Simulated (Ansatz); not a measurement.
This singlet lies 3.00 eV below the relaxed triplet at the level composite: frozen-core CCSD(T) with HF/cc-pVQZ and the correlation energy extrapolated as X^-3 from cc-pVTZ and cc-pVQZ, plus CCSDT(Q) minus CCSD(T) in cc-pVDZ // B3LYP-D3(BJ)/def2-TZVP (Ansatz, an electronic-structure program).

Level of theory: Ansatz with B3LYP-D3(BJ)/def2-TZVP. No frequencies were computed at this level.

Ansatz 0.2 input:
```yaml
crystal:
  periodic: [false, false, false]
  atoms:
    - { symbol: C, position_ang: [-0.388576, 0.053541, 0.039231] }
    - { symbol: N, position_ang: [0.805437, 0.417765, 0.017279] }
    - { symbol: H, position_ang: [-0.763338, -0.963343, -0.120811] }
    - { symbol: H, position_ang: [-1.141402, 0.808495, 0.23283] }
    - { symbol: H, position_ang: [1.487879, -0.316459, -0.168528] }
basis:
  gaussian: { orbitals: def2-tzvp }
hamiltonian:
  xc: b3lyp
  dispersion: d3bj
relax:
  max_steps: 150
```

Output:

```
Functional definition: B3LYP
467 factors; their error is unknown
mean field evaluation 1: about -2570.8056 eV, gradient 5.1e1 eV
mean field evaluation 2: about -2564.3112 eV, gradient 7.2e1 eV
mean field evaluation 4: about -2576.0917 eV, gradient 4.4e0 eV
mean field evaluation 8: about -2576.1265 eV, gradient 4.2e-2 eV
mean field -2576.12652894 eV, -94.6709037774 hartree, gradient 5.3e-5 eV, S^2 0.000000; 0 other end points of the search recorded, 0 dependent functions left out
reference -2576.12671302 eV, -94.6709105420 hartree; 8, 8 occupied and 72, 72 virtual orbitals, 467 factors
relax step   1: F+E_penalty+E_count = -2576.20550764 eV  Δ(F+E_penalty+E_count) = +0.000e0 eV  max|allowed force component| = 1.015e0 eV/Å  Δτ_max = 0.0000 Å  (24 SCF iters, accepted)
these checks for a lower state are left out or cut short: starts, cluster_reference, orbital_swaps, neighbouring_geometries, increment
467 factors; their error is unknown
mean field evaluation 16: about -2576.1472 eV, gradient 3.6e-3 eV
mean field -2576.14111588 eV, -94.6714398374 hartree, gradient 1.1e-5 eV, S^2 0.000000; 0 other end points of the search recorded, 0 dependent functions left out
reference -2576.14129934 eV, -94.6714465794 hartree; 8, 8 occupied and 72, 72 virtual orbitals, 467 factors
relax step   2: F+E_penalty+E_count = -2576.22009243 eV  Δ(F+E_penalty+E_count) = -1.458e-2 eV  max|allowed force component| = 3.454e-1 eV/Å  Δτ_max = 0.0152 Å  (30 SCF iters, accepted)
these checks for a lower state are left out or cut short: starts, cluster_reference, orbital_swaps, neighbouring_geometries, increment
467 factors; their error is unknown
mean field -2576.13804213 eV, -94.6713268790 hartree, gradient 1.2e-5 eV, S^2 0.000000; 0 other end points of the search recorded, 0 dependent functions left out
reference -2576.13822462 eV, -94.6713335856 hartree; 8, 8 occupied and 72, 72 virtual orbitals, 467 factors
relax step   3: F+E_penalty+E_count = -2576.21709255 eV  Δ(F+E_penalty+E_count) = +3.000e-3 eV  max|allowed force component| = 4.943e-1 eV/Å  Δτ_max = 0.0359 Å  (30 SCF iters, rejected (line search))
these checks for a lower state are left out or cut short: starts, cluster_reference, orbital_swaps, neighbouring_geometries, increment
467 factors; their error is unknown
mean field evaluation 32: about -2576.1469 eV, gradient 1.4e-4 eV
mean field -2576.14692402 eV, -94.6716532826 hartree, gradient 1.1e-5 eV, S^2 0.000000; 0 other end points of the search recorded, 0 dependent functions left out
reference -2576.14710689 eV, -94.6716600029 hartree; 8, 8 occupied and 72, 72 virtual orbitals, 467 factors
relax step   4: F+E_penalty+E_count = -2576.22593609 eV  Δ(F+E_penalty+E_count) = -5.844e-3 eV  max|allowed force component| = 8.592e-2 eV/Å  Δτ_max = 0.0175 Å  (30 SCF iters, accepted)
these checks for a lower state are left out or cut short: starts, cluster_reference, orbital_swaps, neighbouring_geometries, increment
467 factors; their error is unknown
mean field -2576.14835611 eV, -94.6717059109 hartree, gradient 1.1e-5 eV, S^2 0.000000; 0 other end points of the search recorded, 0 dependent functions left out
reference -2576.14853853 eV, -94.6717126148 hartree; 8, 8 occupied and 72, 72 virtual orbitals, 467 factors
relax step   5: F+E_penalty+E_count = -2576.22742690 eV  Δ(F+E_penalty+E_count) = -1.491e-3 eV  max|allowed force component| = 3.006e-2 eV/Å  Δτ_max = 0.0167 Å  (30 SCF iters, accepted)
these checks for a lower state are left out or cut short: starts, cluster_reference, orbital_swaps, neighbouring_geometries, increment
467 factors; their error is unknown
mean field -2576.14837011 eV, -94.6717064253 hartree, gradient 1.1e-5 eV, S^2 0.000000; 0 other end points of the search recorded, 0 dependent functions left out
reference -2576.14855255 eV, -94.6717131302 hartree; 8, 8 occupied and 72, 72 virtual orbitals, 467 factors
relax step   6: F+E_penalty+E_count = -2576.22744073 eV  Δ(F+E_penalty+E_count) = -1.383e-5 eV  max|allowed force component| = 2.530e-3 eV/Å  Δτ_max = 0.0008 Å  (31 SCF iters, accepted)
467 factors; their error is unknown
mean field evaluation 64: about -2576.1484 eV, gradient 4.0e-2 eV
mean field -2576.14837011 eV, -94.6717064253 hartree, gradient 1.1e-5 eV, S^2 0.000000; 1 other end points of the search recorded, 0 dependent functions left out
reference -2576.14855255 eV, -94.6717131302 hartree; 8, 8 occupied and 72, 72 virtual orbitals, 467 factors
Total energy: -2576.22762318 eV, -94.6746189220 hartree
Atom 0 at    -0.384549     0.065178     0.040466 Å, force     0.000423     0.001843     0.001155 eV/Å
Atom 1 at     0.822377     0.437279     0.019739 Å, force     0.000613    -0.000588    -0.002530 eV/Å
Atom 2 at    -0.726460    -0.961979    -0.123031 Å, force    -0.000146    -0.001502    -0.001244 eV/Å
Atom 3 at    -1.160753     0.805981     0.234033 Å, force    -0.001029     0.000269     0.000916 eV/Å
Atom 4 at     1.449384    -0.346460    -0.171206 Å, force     0.000138    -0.000021     0.001702 eV/Å
Dipole moment:    -0.203621    -0.362053    -0.051641 e Å
```

Cost: roughly 5 core-seconds.
